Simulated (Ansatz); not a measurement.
# A family of molecules: the atomisation energy (no zero-point term)

One atom is swapped for its congeners: C3H9BO2 `CC(C)B(O)O`; C3H9AlO2 `C[CH](C)[Al]([OH])[OH]`; C3H9GaO2 `C[CH](C)[Ga]([OH])[OH]`. All are singlets with charge 0.

Shapes, held fixed at every level: PBE0-D4/def2-TZVP. Flexible molecules stand in one conformer, not always the lowest. Programs: Ansatz 0.2.0. Values in eV.

| level | C3H9BO2 | C3H9AlO2 | C3H9GaO2 |
| --- | --- | --- | --- |
| HF/def2-TZVPP | 47.96 | 44.97 | 42.65 |
| B3LYP-D4/def2-TZVPP | 64.07 | 60.76 | 58.45 |
| PBE0-D4/def2-TZVPP | 64.31 | 60.75 | 58.65 |
| wB97M-V/def2-TZVPP | 64.33 | 61.04 | 58.72 |
| wB97X-V/def2-TZVPP | 64.10 | 60.90 | 58.76 |
| B2PLYP/def2-TZVPP | 63.54 | 60.29 | 58.10 |
| CCSD(T)/def2-TZVPP | 62.66 | 59.57 | 57.63 |

At CCSD(T)/def2-TZVPP the atomisation energy falls at every step, from 62.66 to 57.63 eV. Every level shows the same order. Relativity is left out for Ga unless named. Correlated rows may include outer-core shells of Ga, which these sets cover unevenly. Spin-orbit coupling, which grows down the group, is left out (summed over each molecule's free atoms 0.03, 0.04, 0.10 eV).
